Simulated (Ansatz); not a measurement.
One change: `[NH2][Nb]([NH2])([NH2])=[S]` becomes `[NH2][Nb]([NH2])([NH2])=[O]`.

Ansatz, PBE0-D4/def2-TZVP geometries, multiplicity 1. Each molecule was computed in one conformer, which needn't be the lowest.

Elements past krypton have def2 core potentials.

```tsv
property	`[NH2][Nb]([NH2])([NH2])=[S]`
HOMO–LUMO gap (PBE/def2-TZVPP) / eV	3.96
size of the dipole moment (ωB97M-V/def2-TZVPP) / D	4.11
LUMO energy (ωB97M-V/def2-TZVPP) / eV	0.87
LUMO energy (PBE0/def2-TZVPP) / eV	-1.15
HOMO–LUMO gap (B3LYP/def2-TZVPP) / eV	5.45
HOMO energy (PBE0/def2-TZVPP) / eV	-7.03
```

Q: What does the change do to each property? (An estimate is asked.)

A: Ansatz gave: 
```tsv
property	`[NH2][Nb]([NH2])([NH2])=[O]`	shift
HOMO–LUMO gap (PBE/def2-TZVPP) / eV	4.29	0.33
size of the dipole moment (ωB97M-V/def2-TZVPP) / D	3.49	-0.62
LUMO energy (ωB97M-V/def2-TZVPP) / eV	0.85	-0.02
LUMO energy (PBE0/def2-TZVPP) / eV	-0.33	0.82
HOMO–LUMO gap (B3LYP/def2-TZVPP) / eV	6.02	0.57
HOMO energy (PBE0/def2-TZVPP) / eV	-6.83	0.20
```

With PBE0 the HOMO rises by 0.20 eV and the LUMO rises by 0.82 eV, so the gap widens by about 0.62 eV. PBE moves the HOMO by 0.40 eV and ωB97M-V by 0.08 eV. Dipoles are sizes alone; their direction can turn.

Positive LUMOs are unbound, so they and the gaps depend on the basis.

B3LYP here is the variant with VWN-RPA as its local correlation; programs differ in this.
